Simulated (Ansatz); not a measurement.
Molecule: 1,1-difluoroethane, C$_{2}$H$_{4}$F$_{2}$, net charge 0, singlet state. 
Structure (B3LYP-D3(BJ)/def2-TZVP (Ansatz, a quantum-chemistry and plane-wave program) minimum search):
SMILES: CC(F)F
```xyz
8

C     -1.3731    -0.0681     0.0292
C      0.0961    -0.0798     0.3399
F      0.7432    -0.9902    -0.4560
F      0.6484     1.1468     0.0727
H     -1.8004    -1.0511     0.2265
H     -1.5204     0.1851    -1.0206
H     -1.8768     0.6705     0.6524
H      0.3352    -0.3259     1.3772
```
Charge 0, spin multiplicity 1.

Total electronic energies in hartree. Valence correlation only, unless marked. No spin-orbit coupling. No relativistic terms. CBS(X,Y): correlation extrapolated as X^-3; Hartree-Fock from the larger set (for Q and 5 zeta extrapolated as (X+1)exp(-9√X)).

```csv
level,program,energy (Eh)
PBE0/STO-3G,Ansatz,(withheld)
PBE0/6-31G*,Ansatz,(withheld)
PBE0-D3(BJ)/def2-TZVP,Ansatz + dftd3,-278.14734
BHLYP-D3(BJ)/def2-TZVPD,Ansatz + dftd3,-278.31366
SCS-MP2/cc-pVDZ,Ansatz,-277.60003
CCSD/cc-pwCVTZ,Ansatz,-277.93875
CCSD(T)/STO-3G,Ansatz,-273.38885
CCSD(T)/cc-pwCVTZ,Ansatz,-277.96831
"CCSD(T)/CBS(cc-pVQZ,cc-pV5Z)",Ansatz,-278.0940
```

**Question.** What belongs in the gaps?

**Answer.** 
- PBE0/STO-3G, energy (Eh): -274.20244
- PBE0/6-31G*, energy (Eh): -278.01697
